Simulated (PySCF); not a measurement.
# UHF on Co²⁵⁺ (cobalt, charge +25)

Configuration: 1s2, closed-shell 1S. Computed with PySCF 2.14 in an uncontracted even-tempered set (17 s from 28 bohr⁻², ratio 2.2; 7 p from 43 bohr⁻², ratio 2.4; 4 d from 130 bohr⁻², ratio 2.4; 3 f from 190 bohr⁻², ratio 2.4; 3 g from 290 bohr⁻², ratio 2.4), with scalar relativity by spin-free X2C-1e.

```json
{"Total energy": "-719.077254 hartree", "One-electron energy": "-736.0912 hartree", "Hartree (Coulomb) energy": "34.0279 hartree", "Exchange energy": "-17.0140 hartree", "⟨S²⟩": "0.0000", "⟨L²⟩": "0.000", "Sum of ⟨r⟩": "0.1106 bohr", "Sum of ⟨r²⟩": "0.008217 bohr²"}
```

| shell | electrons | mean orbital energy (hartree) | rms radius, mean of both spins (bohr) |
| --- | --- | --- | --- |
| 1s | 2 | -351.03164 | 0.0641 |

Densities and radii are taken from the X2C orbitals without a picture-change correction, which distorts them close to the nucleus.
